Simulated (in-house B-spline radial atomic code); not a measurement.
Values are calculated unless marked as measured or tabulated.
Work function and surface energy of Rb in the jellium model

The positive ions are smeared into a uniform slab; the electrons are solved self-consistently in the LDA (PW92) on a fine grid across the film. Stabilised jellium adds, inside the slab, the constant potential −n de/dn that makes the bulk stable at the metal's density. No lattice, so no dependence on crystal face. Atomic units unless named. The numbers below are for plain jellium.

Rb: 1 valence electron per atom, density 1.53 g/cm³, mass 85.47 u, so r_s = 5.31 bohr. Thick-film values are averages over eight films of 5 to 5.44 Fermi wavelengths, one period of the size oscillation.

Across the edge of the background of the film of 5 Fermi wavelengths (z = 0, vacuum at z > 0):

```
z (bohr)   n/n_bulk  V − E_F (hartree)
  -17.38     0.9887           -0.06508
  -13.04      1.019           -0.06574
   -8.69     0.9599           -0.06407
   -6.08      1.084           -0.06564
   -3.48      1.078           -0.07167
   -1.74     0.7774           -0.06703
     0.0     0.3748            -0.0356
    1.74     0.1247            0.00658
    3.48    0.03289            0.03565
    6.08   0.003516            0.06257
    8.69  0.0003213            0.07673
   13.04  5.346e-06            0.08613
```

(1) The electrons that spill out make a dipole barrier Δφ = 0.203 eV. Assemble the work function.

(2) Budd and Vannimenus showed that in jellium φ(edge) − φ(bulk) = n de/dn, with e the bulk energy per electron. Check it, given ε_xc = -0.11356 and v_xc = -0.14748 hartree.

(3) The surface energy has the parts (J/m²): kinetic -0.018, exchange-correlation 0.088, electrostatic 0.014. What is the total, and what does its sign mean?

(4) What barrier would the Schottky-Mott rule give for electrons at a contact to n-type Si, whose electron affinity is 4.05 eV (NSM archive of the Ioffe Institute)?

## Answers

(1) k_F = 1.91916/5.31 = 0.3614, so k_F²/2 = 1.777 eV, and the LDA gives v_xc = -4.013 eV in the bulk. Measured from the bulk electrostatic potential the Fermi level lies at 1.777 + (-4.013) = -2.236 eV, so Φ = Δφ − that = 0.203 − (-2.236) = 2.44 eV; the films' Fermi levels give 2.44 eV. Measurement gives 2.261 eV (table in Wikipedia's article on work functions); the other model gives 2.36 eV.

(2) For the kinetic part e = 3k_F²/10 ∝ n^(2/3), so n de/dn = k_F²/5 = 0.02613. For exchange and correlation n dε/dn = v_xc − ε_xc = -0.03392. The sum is -0.00779 hartree, and the films give -0.00782.

(3) The sum is 0.084 J/m². The kinetic part is negative since spilling out relaxes the electrons, while exchange-correlation and electrostatics cost energy. A positive total means that making surface costs energy; the other model gives 0.072 J/m².

(4) Φ_B = Φ − χ is 2.44 − 4.05 = -1.61 eV with the model's value and 2.26 − 4.05 = -1.79 eV with the measured one (the middle, for a range); a negative value would mean an ohmic contact. Real barriers on covalent semiconductors follow the metal only weakly, since states induced in the gap pin the Fermi level.
